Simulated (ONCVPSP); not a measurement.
# BLYP ONCV dataset for neodymium, fully relativistic all-electron reference.

| Property | Result |
| --- | --- |
| Element | neodymium (Nd) |
| Generator | ONCVPSP 4.0.1 |
| Type | optimised norm-conserving Vanderbilt (ONCV) |
| Functional | BLYP |
| Relativity | fully relativistic |
| Frozen core | [Kr] 4d10 |
| Valence charge | 14 |
| Reference configuration | 4f3 5s2 5p6 5d1 6s2 |
| Partial waves | 5s+6s: rc 2.15 bohr, ncon 4, nbas 8, qcut 4.9 1/bohr, 2 projectors; 5p: rc 1.80 bohr, ncon 4, nbas 8, qcut 3.8 1/bohr, 2 projectors, debl 3.9 Ha; 5d: rc 3.15 bohr, ncon 3, nbas 8, qcut 5.8 1/bohr, 1 projector; 4f: rc 1.75 bohr, ncon 4, nbas 9, qcut 11 1/bohr, 3 projectors, debl 2.3 Ha |
| Local potential | polynomial inside 1.65 bohr (lpopt 2, dvloc0 -1 Ha) |
| Core correction | none |

Open shells are filled in proportion to 2j + 1.

* Cutoffs needed: 49 Ha and 63 Ha (the cutoffs (Ha) at which the residual kinetic energy of the hardest occupied pseudo-wave falls to 1 and 0.1 mHa per electron)
* Ghost test: no bound ghost flagged; GHOST(+) flagged for s at 134.3 eV
* Configuration tests: 4 of 4 tests not solved or not reliable; not counted: 4f4 5s2 5p6 5d0 6s1 (all-electron energy unsafe for a near-neutral lanthanide with less than one 5d electron, printed error +294 meV); 4f3 5s2 5p6 5d0 6s2 (all-electron energy unsafe for a near-neutral lanthanide with less than one 5d electron, printed error -2.2 meV)
